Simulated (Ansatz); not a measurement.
Input for Ansatz (development build ahead of 0.2.0):

```yaml
crystal:
  periodic: [false, false, false]
  atoms:
    - { symbol: Cl, position_ang: [0.0, 0.0, 0.0] }
basis:
  gaussian: { orbitals: cc-pVTZ }
magnetization:
  spin_polarized: true
  initial_magnetization: 1
hamiltonian:
  xc: hf
correlation:
  method: ccsd_t
  frozen_orbitals: { Cl: 5 }
```

The input is written out in the form of the current development build from the run's settings.

Output:

```json
{"Converged": "yes", "Reference energy": "-459.48543 hartree", "CCSD correlation energy": "-0.18085 hartree", "Triples correction": "-0.00553 hartree", "Total energy": "-459.67181 hartree", "Spin squared of the determinant": "0.759"}
```
